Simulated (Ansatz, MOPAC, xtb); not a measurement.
Lewis adduct: ClFHIn (SMILES [F][InH][Cl]) (first 4 atoms) with NH3 (SMILES N); geometry from B3LYP-D3(BJ)/def2-TZVP, rigid monomers moved along the line of their centres of mass till In2···N5 is 2.10 Å.
(charge 0, multiplicity 1):
```xyz
8

F      0.8802     1.4208     1.1647
In    -0.7270     0.2746     1.3966
Cl    -2.2034     1.2916     2.9507
H     -1.2190    -0.7851     0.1578
N      0.3950    -0.6144     2.9342
H      1.2504    -0.0656     2.8866
H     -0.0580    -0.4311     3.8247
H      0.6294    -1.5994     2.8789
```

Monomers are frozen at their geometry in the pair; levels with a basis set take the counterpoise correction.

Correlated levels freeze the cores. Filled d and f shells under p-block atoms count as core. The state reached by AM1 isn't checked.

Run with Ansatz (a program for electronic structure) with Gaussian orbitals; MOPAC for AM1 (differences of heats of formation); xtb for the GFN methods. Values without a source in brackets are computed. In def2 rows elements past Kr take small-core potentials, without spin–orbit coupling.

Task: One of these levels gives -26.45 kcal/mol for the interaction energy. Which?
(A) AM1
(B) GFN2-xTB
(C) SCS-MP2/def2-SVPD

Result: A, AM1. The others give -23.00 (GFN2-xTB), -20.12 (SCS-MP2/def2-SVPD)
